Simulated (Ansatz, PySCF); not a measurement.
Noncovalent pair: HCl (SMILES Cl) (first 2 atoms) with H4OSi (SMILES O[SiH3]); geometry from B3LYP-D3(BJ)/def2-TZVP.
(charge 0, multiplicity 1):
```xyz
8

Cl    -0.822     0.455    -0.432
H     -0.726    -0.386     0.536
O      0.324    -0.269     4.848
Si     0.089     0.250     3.300
H      1.061    -0.855     5.035
H      1.306     0.871     2.729
H     -1.024     1.215     3.350
H     -0.290    -0.885     2.410
```

Basis-set superposition error: the interaction energy with monomers in their own basis, and in the dimer's basis (counterpoise).

Programs: Ansatz (a first-principles code); PySCF for 6-31G* rows, M06-2X. Values without a source in brackets are computed.

```json
[
 {"level": "HF/6-31G*", "uncorrected (kcal/mol)": "0.84", "counterpoise (kcal/mol)": "1.29", "difference": "0.45"},
 {"level": "HF/aug-cc-pV(D+d)Z", "uncorrected (kcal/mol)": "0.79", "counterpoise (kcal/mol)": "1.09", "difference": "0.30"},
 {"level": "HF/aug-cc-pV(Q+d)Z", "uncorrected (kcal/mol)": "1.04", "counterpoise (kcal/mol)": "1.05", "difference": "0.02"},
 {"level": "B3LYP/def2-TZVPPD", "uncorrected (kcal/mol)": "-0.16", "counterpoise (kcal/mol)": "-0.08", "difference": "0.07"},
 {"level": "PBE0/def2-TZVPPD", "uncorrected (kcal/mol)": "-0.83", "counterpoise (kcal/mol)": "-0.76", "difference": "0.07"},
 {"level": "BHLYP/def2-TZVPPD", "uncorrected (kcal/mol)": "-0.26", "counterpoise (kcal/mol)": "-0.20", "difference": "0.06"},
 {"level": "M06-2X/def2-TZVPPD", "uncorrected (kcal/mol)": "-1.18", "counterpoise (kcal/mol)": "-1.10", "difference": "0.08"},
 {"level": "wB97X-V/def2-TZVPPD", "uncorrected (kcal/mol)": "-1.18", "counterpoise (kcal/mol)": "-1.11", "difference": "0.07"},
 {"level": "B2PLYP/def2-TZVPPD", "uncorrected (kcal/mol)": "-0.63", "counterpoise (kcal/mol)": "-0.47", "difference": "0.16"},
 {"level": "MP2/6-31G*", "uncorrected (kcal/mol)": "-0.67", "counterpoise (kcal/mol)": "0.46", "difference": "1.13"}
]
```

The error is largest for MP2/6-31G* (1.13 kcal/mol) and smallest for HF/aug-cc-pV(Q+d)Z (0.02 kcal/mol).
